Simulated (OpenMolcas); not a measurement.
Ionisation energies of technetium

```json
{
  "Program": "OpenMolcas",
  "Basis": "ANO-RCC-VDZP [6s5p3d1f]",
  "Scalar Hamiltonian": "DKH2, point nucleus",
  "Spin-orbit coupling": "RASSI with atomic mean-field integrals over the reference wave functions, term energies averaged over their components"
}
```

Active shells in each charge state: the valence d shell, with orbitals averaged over the low states. Where CASPT2's correlated closed shells are named, they are those of the first ion.

A. CASSCF
B. SS-CASPT2, IPEA 0.25 Eh, imaginary shift 0.1 Eh (closed shells correlated: 4s 4p)
C. SS-CASPT2, IPEA 0 Eh, imaginary shift 0.1 Eh (closed shells correlated: 4s 4p)
D. SS-CASPT2, IPEA 0.25 Eh, imaginary shift 0.1 Eh (closed shells correlated: 3d 4s 4p)
E. SS-CASPT2, IPEA 0.25 Eh, imaginary shift 0.1 Eh (closed shells correlated: none)

Energies in eV between the lowest computed levels, named as in B; reference values from the NIST Atomic Spectra Database with their kind.

| From | To | A | B | C | D | E | Spin-orbit share in B | Reference |
| --- | --- | --- | --- | --- | --- | --- | --- | --- |
| Tc2+ 4d5 6S 5/2 | Tc3+ 4d4 5D0 | 28.703 | 29.503 | 29.610 | 29.495 | 29.338 | -0.188 | 29.550 (semi-empirical) |
| Tc3+ 4d4 5D0 | Tc4+ 4d3 4F 3/2 | 41.621 | 42.292 | 42.374 | 42.280 | 42.088 | -0.083 | 41.000 (theoretical) |
| Tc4+ 4d3 4F 3/2 | Tc5+ 4d2 3F2 | 56.607 | 57.107 | 57.174 | 57.091 | 56.868 | -0.046 | 57.000 (theoretical) |
| Tc5+ 4d2 3F2 | Tc6+ 4d 2D 3/2 | 72.542 | 72.981 | 73.048 | 72.961 | 72.630 | +0.096 | 72.000 (theoretical) |
| Tc6+ 4d 2D 3/2 | Tc7+ 4p6 1S0 | 87.953 | 88.402 | 88.457 | 88.380 | 87.953 | +0.221 | 88.000 (theoretical) |

The lowest level within the active space need not be the ion's true ground level.
